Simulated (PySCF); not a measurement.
# Simulated absorption spectrum

C3H7BN2O2Si.
SMILES: `OB(O)c1cncn1[SiH3]`

Level of theory: PySCF, TDDFT CAM-B3LYP/def2-SVPD, vertical, gas phase, core orbitals frozen in the response. Geometry: PBE0-D3(BJ)/def2-SVP, one conformer, isolated molecule. Torsions of this conformer, `[OH:1][B:2]([OH:3])[c:4]1[cH:5][n:6][cH:7][n:8]1[SiH3:9]`: O1–B2–C4–C5 1°, H–O1–B2–O3 180°, H–O3–B2–O1 0°.

Broadening: Gaussians 0.3 eV wide at half height, area fixed by f = 4.319×10⁻⁹ ∫ε dν̃. The cross-section is σ = 3.8235×10⁻²¹ ε cm², given in Mb (10⁻¹⁸ cm²). The width is an assumption, not a result. The curve ends short of the highest state used, and states not computed would add to its high-energy end.

| E (eV) | σ (Mb) |
| --- | --- |
| 5.38 | 0.18 |
| 5.41 | 0.41 |
| 5.44 | 0.86 |
| 5.46 | 1.38 |
| 5.49 | 2.65 |
| 5.52 | 4.81 |
| 5.55 | 8.28 |
| 5.58 | 13.48 |
| 5.61 | 20.76 |
| 5.63 | 26.85 |
| 5.66 | 37.70 |
| 5.69 | 50.08 |
| 5.72 | 62.94 |
| 5.75 | 74.84 |
| 5.78 | 84.20 |
| 5.81 | 89.64 |
| 5.83 | 90.64 |
| 5.86 | 88.02 |
| 5.89 | 80.93 |
| 5.92 | 70.48 |
| 5.95 | 58.18 |
| 5.98 | 45.59 |
| 6.00 | 37.67 |
| 6.03 | 27.20 |
| 6.06 | 18.80 |
| 6.09 | 12.53 |
| 6.12 | 8.13 |
| 6.15 | 5.20 |
| 6.18 | 3.33 |
| 6.20 | 2.50 |
| 6.23 | 1.68 |
| 6.26 | 1.20 |
| 6.29 | 0.97 |
| 6.32 | 0.93 |
| 6.35 | 1.07 |
| 6.38 | 1.39 |
| 6.40 | 1.69 |
| 6.43 | 2.25 |
| 6.46 | 2.91 |
| 6.49 | 3.61 |
| 6.52 | 4.24 |
| 6.55 | 4.74 |
| 6.57 | 4.95 |
| 6.60 | 5.06 |
| 6.63 | 4.90 |
| 6.66 | 4.51 |
| 6.69 | 3.95 |
| 6.72 | 3.29 |
| 6.75 | 2.63 |
| 6.77 | 2.21 |
| 6.80 | 1.66 |
| 6.83 | 1.22 |
| 6.86 | 0.90 |
| 6.89 | 0.69 |
| 6.92 | 0.60 |
| 6.94 | 0.60 |

(1) Locate the maxima and give the states behind the curve.

(2) On this curve, what absorbance would a 10⁻⁵ mol/L sample give at 222 nm over a 1 cm path?

(3) Coming from long wavelengths, where does ε first pass 100 L mol⁻¹ cm⁻¹?

Answers

(1) 213 nm (5.83 eV), ε about 24000, made up of S1 (100%); 188 nm (6.60 eV), ε about 1300, made up of S4 (98%) (ε in L mol⁻¹ cm⁻¹; maxima over ε = 5, shares over 10%). At its high-energy end, 6.94 eV, the curve is still rising (ε about 160, from S4, S5, S7 and S9). The states used: S1 5.83 eV (f 0.263); S2 6.10 eV (f 0.0037); S3 6.14 eV (f 0.0008); S4 6.59 eV (f 0.014); S5 6.80 eV (f 0.0009); S6 7.17 eV (f 0.0002); S7 7.20 eV (f 0.0051); S8 7.28 eV (f 0.0015); S9 7.43 eV (f 0.290); S10 7.54 eV (f 0.0060).

(2) 222 nm is 5.585 eV, where ε is about 3800 L mol⁻¹ cm⁻¹, so A = ε c l ≈ 0.038 (Beer–Lambert, with the gas-phase spectrum and the assumed width).

(3) At about 229 nm (5.41 eV), 0.42 eV below S1.

The vertical ionisation energy (ΔSCF) is 8.86 eV, 1.32 eV above S10.
